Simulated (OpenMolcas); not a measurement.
# Ti2+: ligand-field states by method

Ti2+ with 6 ligands (bromide) in octahedral coordination (Oh) at 2.77 Å. A charge of +0.667 e stands 2.8 Å behind each ligand. Ligand basis ANO-RCC-VDZP.
```
Ti    0.0000    0.0000    0.0000
Br    2.7700    0.0000    0.0000
Br    0.0000    2.7700    0.0000
Br   -2.7700    0.0000    0.0000
Br    0.0000   -2.7700    0.0000
Br    0.0000    0.0000    2.7700
Br    0.0000    0.0000   -2.7700
```

```json
{"Program": "OpenMolcas", "Basis": "ANO-RCC-VDZP [5s4p2d1f]", "Scalar Hamiltonian": "DKH2, point nucleus", "Active space": "2 electrons in 5 orbitals (3d)", "State averaging": "2S+1 = 3 even, 10 roots; 2S+1 = 1 even, 15 roots", "Spin-orbit coupling": "RASSI with atomic mean-field integrals over the reference wave functions"}
```

I. CASSCF
II. SS-CASPT2, IPEA 0.25 Eh, imaginary shift 0.1 Eh (closed shells correlated: 3s 3p and the ligand valence shells)

Spin-free states (labels of O, the rotations of Oh) in cm-1, each column counted from its own energy of the first state listed:

```csv
State,Degeneracy,I,II
3T1,3,0,0
3T2,3,4352,4950
3A2,1,9505,10630
1T2,3,11360,8050
1E,2,11932,9250
3T1,3,16062,13630
1T2,3,18414,15710
1A1,1,20178,16440
1T1,3,20235,18180
1E,2,23053,21200
1A1,1,43362,34520
```

From I to II, I's first state of the same spin (3T2) moves from 4352 to 4950 cm-1, by about +600 cm-1.

From I to II, I's first state of another spin (1T2) moves from 11360 to 8050 cm-1, by about -3300 cm-1.

I: A least-squares ligand-field fit to the states below 45000 cm-1, each weighted by its degeneracy and with a free common offset, gives 10Dq = 5119 cm-1, B = 827 cm-1 and C = 2973 cm-1 (C/B = 3.59), with an rms deviation of 76 cm-1. The same method and metal basis give the free ion B = 884 cm-1 (fit to its terms below 60000 cm-1, rms deviation 77 cm-1), so the nephelauxetic ratio is β = 827 / 884 = 0.94; it hangs on how both fits weigh the states, and computed free-ion B values tend to be too large, so β mixes covalency with correlation.

χT at 300 K: I 1.14, II 1.14 cm3 K/mol.

Roots that are degenerate in the reference are averaged as groups; the widest CASPT2 spread within a group is 320 cm-1 (the 3-fold group of multiplicity 3 near 0 cm-1 above the lowest state of its run, II). Shifts and gaps below about the spread of the groups concerned are not significant. Over all roots computed the reference weight is 0.69 to 0.70 in II; a low but even weight reflects the number of correlated electrons. An orbital triplet at a regular site is open to Jahn-Teller coupling, which can distort the site and quench the lowest spin-orbit gaps and is left out. Ligand-to-metal charge-transfer states are missing. With no ligand orbital active B as a rule stays too high, so bands that hang on it stand too high and its fall with covalency is understated. Without dynamic correlation the repulsion within the d shell is too large (B by tens of per cent), so at a given field states of lower spin stand too high (holds for I). With metal d orbitals alone and no dynamic correlation the field as a rule comes out too small, by tens of per cent, by up to half for chloride and softer ligands (holds for I). These CASPT2 states fit no ligand-field parameters well, so their order and spin gaps are uncertain (holds for II). With one d shell and no ligand orbital active, 10Dq can be off by tens of per cent for divalent 3d ions, low with halides held by bare charges and at times high in hosts (holds for II). Free-ion shares, where given, are those of the reference states; single-state CASPT2 does not remix them (holds for II). No measured value stands beside these numbers; the geometry was imposed, not optimised, and the real ion may take another.
